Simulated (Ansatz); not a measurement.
Z-matrix (Å, degrees):
```
B
N 1 1.6287
H 2 1.0249 1 110.04
H 2 1.0249 3 108.89 1 120.70
H 2 1.0249 3 108.89 4 118.60
Cl 1 1.8388 2 104.60 3 59.59
Cl 1 1.8388 2 104.60 3 179.59
Cl 1 1.8388 2 104.59 3 -60.41
```
Charge 0, spin multiplicity 1.

Method: Ansatz (an electronic-structure program) with frozen-core CCSD(T)/cc-pVTZ // B3LYP-D3(BJ)/def2-SVP.

```
Item                             Value
----------------------  --------------
HF energy               -1459.62668 Ha
MP2 correlation energy     -0.90610 Ha
```

Problem. Estimate the CCSD correlation energy, the (T) correction, the total energy and the T1 diagnostic.

Solution. 
```yaml
CCSD correlation energy: -0.95791 Ha
"(T) correction": -0.04037 Ha
CCSD(T) total energy: -1460.62496 Ha
T1 diagnostic: 0.008
```
